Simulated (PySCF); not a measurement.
In(F)(Br)(vinyl) (C2H3BrFIn), SMILES [F][In]([CH]=C)[Br].

Coordinates come from a B3LYP-D3(BJ)/def2-SVP optimisation. The structure was generated by enumeration; whether it is a known compound was not checked. The def2 effective core potentials stand for the cores of In; spin–orbit coupling is left out. Other conformers were not sampled.

Calculation: TDA-PBE0/def2-SVPD (PySCF).

Vertical excitations. Gas-phase values at a fixed geometry. State labels are in the subgroup Cs.

```csv
state,symmetry,energy (eV),λ (nm),f,main pairs
S1,A',5.10,243,0.031,HOMO→LUMO 94 %
S2,A",5.14,241,0.005,"HOMO−1→LUMO 81 %, HOMO→LUMO+1 14 %"
S3,A",5.24,237,0.008,"HOMO→LUMO+1 81 %, HOMO−1→LUMO 16 %"
S4,A',5.53,224,0.002,HOMO−1→LUMO+1 85 %
S5,A",5.56,223,0.011,"HOMO−2→LUMO+1 61 %, HOMO−3→LUMO 32 %"
S6,A",5.70,218,0.002,"HOMO−3→LUMO 66 %, HOMO−2→LUMO+1 33 %"
S7,A',6.19,200,0.189,"HOMO−2→LUMO 52 %, HOMO−3→LUMO+1 23 %"
S8,A',6.42,193,0.375,"HOMO−3→LUMO+1 58 %, HOMO−2→LUMO 17 %"
S9,A",6.83,181,0.000,"HOMO−4→LUMO+1 60 %, HOMO−2→LUMO+2 17 %, HOMO→LUMO+2 12 %"
S10,A",6.90,180,0.022,HOMO−5→LUMO 88 %
T1,A',4.11,302,0,"HOMO−3→LUMO+1 63 %, HOMO−3→LUMO+2 20 %, HOMO−1→LUMO+1 11 %"
T2,A',4.64,267,0,HOMO→LUMO 88 %
T3,A",4.83,257,0,HOMO−1→LUMO 96 %
T4,A',4.94,251,0,HOMO−2→LUMO 86 %
```
Triplets are in the Tamm–Dancoff approximation.
